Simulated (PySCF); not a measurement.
3-fluoro-3-methyloxetane (C4H7FO), SMILES CC1(F)COC1.

The structure is a stationary point at PBE0-D3(BJ)/def2-SVP.

Computed with PySCF with SMD-PBE0/6-31G*.

Solvation free energies are E(SMD) − E(gas) at the gas-phase geometry, for 1 M in both phases. In vacuum the dipole moment is 1.46 D.

| solvent | ΔG(solv) (kcal/mol) | its non-electrostatic (CDS) part | dipole (D) |
|---|---|---|---|
| water | ___ | ___ | ___ |
| cyclohexanone | -4.2 | -0.4 | 1.73 |
| ethanol | -5.1 | 0.5 | 1.83 |

What belongs in the gaps? (The exact figures need the calculation; the answer reports its results.)


- water, ΔG(solv) (kcal/mol): -2.8
- water, its non-electrostatic (CDS) part: 3.3
- water, dipole (D): 1.87
